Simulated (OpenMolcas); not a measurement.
Ne⁺: effect of the IPEA shift

```json
{"Program": "OpenMolcas 26.06", "Basis": "ANO-R2 [4s4p2d1f]", "Scalar Hamiltonian": "X2C, finite nucleus", "Active space": "7 electrons in 4 orbitals (2s 2p)", "State averaging": "2S+1 = 2 odd, 3 roots; 2S+1 = 2 even, 1 root", "Spin-orbit coupling": "state interaction with AMFI integrals over the reference wave functions, term energies averaged over their components"}
```

Methods on the same reference wave functions:
A. CASSCF
B. SS-CASPT2, IPEA 0 Eh, imaginary shift 0.1 Eh (closed shells correlated: 1s)
C. SS-CASPT2, IPEA 0.25 Eh, imaginary shift 0.1 Eh (closed shells correlated: 1s)

Energies in cm⁻¹ above 2s² 2p⁵ ²P°_3/2, the measured ground level; measured values from NIST Handbook of Basic Atomic Spectroscopic Data.

```json
{"Level": "2s² 2p⁵ ²P°_3/2", "A": "0.0", "B": "0.0", "C": "0.0", "Measured": "0.0"}
{"Level": "2s² 2p⁵ ²P°_1/2", "A": "775", "B": "775", "C": "775", "Measured": "780"}
{"Level": "2s 2p⁶ ²S_1/2", "A": "239202", "B": "220740", "C": "221486", "Measured": "217048"}
```

Deviations, from unrounded energies. A percentage is the sum of absolute deviations over the sum of measured energies, with the sign that they share, or ± where signs differ.

```json
{"Against measurement": "mean absolute deviation (cm-1)", "Levels": "2", "A": "11000", "B": "1800", "C": "2200"}
{"Against measurement": "fine structure of the ground term (%)", "Levels": "1", "A": "-0.7", "B": "-0.7", "C": "-0.7"}
{"Against measurement": "other configurations (%)", "Levels": "1", "A": "+10.2", "B": "+1.7", "C": "+2.0"}
```

B lies closest to measurement on these levels and A furthest from it. The largest miss of B in the table is 2s 2p⁶ ²S_1/2, by +3700 cm-1. The ranking rests on the paired levels alone, and a cruder setting can come out closer through cancelling errors.

Between B and C the level of the table that moves most is 2s 2p⁶ ²S_1/2, by 750 cm-1 (lowest in B, highest in C).

The lowest spin-free term lies below A's lowest term by 0.227 hartree in B, 0.226 hartree in C.

Without dynamic correlation excited terms often stand tens of per cent too high (terms of higher spin than the ground term too low), and those without a measured partner can miss by more than the paired ones (holds for A). Measured partners are found by configuration, term and J. A level has none where our copy of the source lacks it or the pairing is in doubt (some pairs that miss far off the trend of their configuration count as doubtful), and it then counts in no deviation. Levels of configurations outside the active space are missing.

° marks odd parity.
